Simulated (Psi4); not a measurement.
H3Cl3OSiTi (SMILES [SiH3][O][Ti]([Cl])([Cl])[Cl]), singlet, geometry from GFN2-xTB (such geometries of metal compounds can be far from the true shape); PBE0/def2-SV(P) (Psi4).

Psi4 was given this input:
```
memory 2 GB

molecule mol {
0 1
  Ti   -0.190886    0.171345    0.167055
  Cl    0.102734    2.251626   -0.157005
  Cl    0.050074   -0.157095    2.253406
  Cl   -2.230463   -0.229565   -0.278133
  O     0.860455   -0.772371   -0.753031
  Si    1.874933   -1.682997   -1.640855
  H     3.062994   -1.903262   -0.803899
  H     2.171792   -0.901433   -2.849795
  H     1.152149   -2.928412   -1.935859
}

set basis def2-sv(p)
set reference rks

energy('pbe0')
print_variables()
```

Output, abridged:

```
   => Loading Basis Set <=

    Name: DEF2-SV(P)
    Role: ORBITAL
    Keyword: BASIS

         ---------------------------------------------------------
                                   SCF
               by Justin Turney, Rob Parrish, Andy Simmonett
                          and Daniel G. A. Smith
                              RKS Reference
         ---------------------------------------------------------

  ==> Geometry <==

    Molecular point group: c1
    Full point group: C1

    Geometry (in Angstrom), charge = 0, multiplicity = 1:

       Center              X                  Y                   Z               Mass
    ------------   -----------------  -----------------  -----------------  -----------------
         TI          -0.145096003228     0.130242630186     0.126981650658    47.947941980000
         CL           0.148523996772     2.210523630186    -0.197078349342    34.968852682000
         CL           0.095863996772    -0.198197369814     2.213332650658    34.968852682000
         CL          -2.184673003228    -0.270667369814    -0.318206349342    34.968852682000
         O            0.906244996772    -0.813473369814    -0.793104349342    15.994914619570
         SI           1.920722996772    -1.724099369814    -1.680928349342    27.976926534650
         H            3.108783996772    -1.944364369814    -0.843972349342     1.007825032230
         H            2.217581996772    -0.942535369814    -2.889868349342     1.007825032230
         H            1.197938996772    -2.969514369814    -1.975932349342     1.007825032230

  Running in c1 symmetry.

  Rotational constants: A =      0.04090  B =      0.02564  C =      0.02564 [cm^-1]
  Rotational constants: A =   1226.09364  B =    768.61651  C =    768.61646 [MHz]
  Nuclear repulsion =  751.209050276979383

  Charge       = 0
  Multiplicity = 1
  Electrons    = 98
  Nalpha       = 49
  Nbeta        = 49

  ==> Algorithm <==

  SCF Algorithm Type is DF.
  DIIS enabled.
  MOM disabled.
  Fractional occupation disabled.
  Guess Type is SAD.
  Energy threshold   = 1.00e-06
  Density threshold  = 1.00e-06
  Integral threshold = 1.00e-12

  ==> Primary Basis <==

  Basis Set: DEF2-SV(P)
    Blend: DEF2-SV(P)
    Number of shells: 54
    Number of basis functions: 116
    Number of Cartesian functions: 123
    Spherical Harmonics?: true
    Max angular momentum: 2

  ==> DFT Potential <==

   => LibXC <=

    Version 7.1.2
[...]
   @DF-RKS iter   5: -2595.30115559740216   -9.92354e-03   8.00126e-04 DIIS/ADIIS
   @DF-RKS iter   6: -2595.30496154125603   -3.80594e-03   1.45689e-04 DIIS/ADIIS
   @DF-RKS iter   7: -2595.30512595454775   -1.64413e-04   9.61726e-06 DIIS
   @DF-RKS iter   8: -2595.30512659500664   -6.40459e-07   3.14022e-06 DIIS
   @DF-RKS iter   9: -2595.30512668222445   -8.72178e-08   8.21215e-07 DIIS
  Energy and wave function converged.

  ==> Post-Iterations <==

   Electrons on quadrature grid:
      Ntotal   =   97.9999900399 ; deviation = -9.960e-06

    Orbital Energies [Eh]
    ---------------------

    Doubly Occupied:

[...]
      49A     -0.330606

    Virtual:

[...]
     116A      3.063425

    Final Occupation by Irrep:
              A
    DOCC [    49 ]
    NA   [    49 ]
    NB   [    49 ]

  @DF-RKS Final Energy: -2595.30512668222445

   => Energetics <=

    Nuclear Repulsion Energy =            751.2090502769793829
    One-Electron Energy =               -5073.8842717452171200
    Two-Electron Energy =                1845.7532910756804085
    DFT Exchange-Correlation Energy =    -118.3831962896672678
    Empirical Dispersion Energy =           0.0000000000000000
    VV10 Nonlocal Energy =                  0.0000000000000000
    Total Energy =                      -2595.3051266822244543

Computation Completed

Properties will be evaluated at   0.000000,   0.000000,   0.000000 [a0]

Properties computed using the SCF density matrix

 Multipole Moments:

 ------------------------------------------------------------------------------------
     Multipole            Electronic (a.u.)      Nuclear  (a.u.)        Total (a.u.)
 ------------------------------------------------------------------------------------

 L = 1.  Multiply by 2.5417464519 to convert [e a0] to [Debye]
 Dipole X            :         -7.7257527            8.4800131            0.7542604
 Dipole Y            :          6.9348945           -7.6119174           -0.6770230
 Dipole Z            :          6.7612321           -7.4213197           -0.6600875
 Magnitude           :                                                    1.2095389

 ------------------------------------------------------------------------------------

  Variable Map:
  ----------------------------------------------------------------------------
[...]
  Array Variable Map:
  ----------------------------------------------------------------------------
[...]
[...]
```
